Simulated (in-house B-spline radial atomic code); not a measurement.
Zn²⁺. Computed with a B-spline radial atomic code. Model: non-relativistic spherical atom: semilocal Troullier-Martins pseudo-atom, one channel per l, against all electrons, high spin, G0W0 and RPA with empty states to l = 8, local potential for every l without a channel, a model core (radius 0 = none) keeps its share of the functional.

What the tables leave out is listed at the end.

The pseudopotential gives back the lowest level of each angular momentum of its own functional in the configuration it was made in; a second state of the same l is only approximately right. Exact exchange, RPA and GW see the smooth pseudo-orbitals and miss the exchange with the core, for which the functional's share stands in. The column with an uncorrelated core keeps all orbitals and exact exchange, and so separates missing core correlation from pseudisation. Only the three outermost levels and the lowest empty one were computed. RPA here is direct RPA, with no exchange kernel, and its energies carry an (l + 1/2)⁻⁴ tail. A hybrid on a potential with a model core restores only its own semilocal share of the core's exchange.

Command:
```bash
python run_psgw.py task.json out
```
Settings (lengths in bohr, energies in hartree):
```
Z                      30
electrons              28
configuration          [Ar] 3d10
generated_in           [Ar] 3d10
functional             lda,vwn
core_shells            4
radius_factor          1.3
core_correction        True
```

Cost of the run: 21 s on 1 thread of Arm Neoverse N1, on a shared host.

Given: made with LDA VWN5; model core radius 0.321 bohr; local radius 1.033 bohr; mean-field start LDA VWN5.

Valence shells of the generating configuration: 3p, 3d.

Channel: s 2.493, p 0.775, d 2.192 (radii in bohr).

Computed: largest level miss in the spin-unpolarised generating configuration 0 eV; valence RPA correlation energy all-electron orbitals -1.181 hartree; all-electron RPA polarisability, core included 2.5978 bohr³; pseudo-atom RPA polarisability 2.8672 bohr³.

| level | occupied | mean-field all-electron (eV) | mean-field pseudo minus all (eV) | G0W0 all-electron (eV) | G0W0 uncorrelated core minus all (eV) | G0W0 pseudo minus all (eV) | exchange self-energy all-electron (eV) | exchange self-energy pseudo (eV) |
| --- | --- | --- | --- | --- | --- | --- | --- | --- |
| 3d | 1 | -31.456 | 0 | -40.237 | 0.102 | 1.682 | -52.432 | -38.929 |
| 4s (empty) | 0 | -22.777 | 0 | -17.862 | -0.082 | -1.541 | -3.8824 | -5.1482 |

**Question.** What is the valence RPA correlation energy pseudo?

**Answer.** -1.2013 hartree.

Given: mean-field start PBE0.

Computed: valence RPA correlation energy pseudo -1.1593 hartree; all-electron RPA polarisability, core included 2.2237 bohr³; pseudo-atom RPA polarisability 2.5016 bohr³.

| level | occupied | mean-field all-electron (eV) | mean-field pseudo minus all (eV) | G0W0 all-electron (eV) | G0W0 uncorrelated core minus all (eV) | G0W0 pseudo minus all (eV) | exchange self-energy all-electron (eV) | exchange self-energy pseudo (eV) |
| --- | --- | --- | --- | --- | --- | --- | --- | --- |
| 3d | 1 | -33.954 | 0.155 | -40.206 | 0.103 | 1.28 | -52.669 | -39.19 |
| 4s (empty) | 0 | -21.013 | -0.521 | -17.752 | -0.069 | -1.482 | -3.4159 | -5.0977 |

**Question.** What is the valence RPA correlation energy all-electron orbitals?

**Answer.** -1.1289 hartree.

Among the listed levels the largest G0W0 shift of the pseudo-atom is +1.68 eV, for 3d on the LDA VWN5 start, while leaving the core uncorrelated moves that level by +0.10 eV. So pseudisation and the lost core exchange, not the missing core correlation, make the error. Not in the tables (levels of low weight, unsolved or above zero; the highest and the empty levels are kept at any weight): on LDA the G0W0 levels 3p (pseudo minus all +4.56 eV, weights 0.26 and 0.56); on PBE0 the G0W0 levels 3p (pseudo minus all +2.76 eV, weights 0.11 and 0.56); no Hartree-Fock pseudo-atom is run with a model core.
